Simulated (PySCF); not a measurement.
B3LYP has the VWN-RPA correlation part, as in Gaussian. 

Cartesian coordinates (Å):
```xyz
7

O      1.2592    -0.2282     0.3427
C      0.0238    -0.0097    -0.2074
O     -0.4511     1.2423     0.0816
O     -0.8703    -0.9882     0.1381
H      1.5391    -1.1210     0.1069
H      0.2163     1.8859    -0.1859
H     -1.7169    -0.7811    -0.2759
```
Charge 0, spin multiplicity 2.

Predict the total energy, highest occupied spin orbital and dipole moment from PySCF with B3LYP-D3(BJ)/def2-TZVP.


- total energy = -265.6490 Ha
- highest occupied spin orbital = -4.87 eV
- dipole moment = 1.43 D
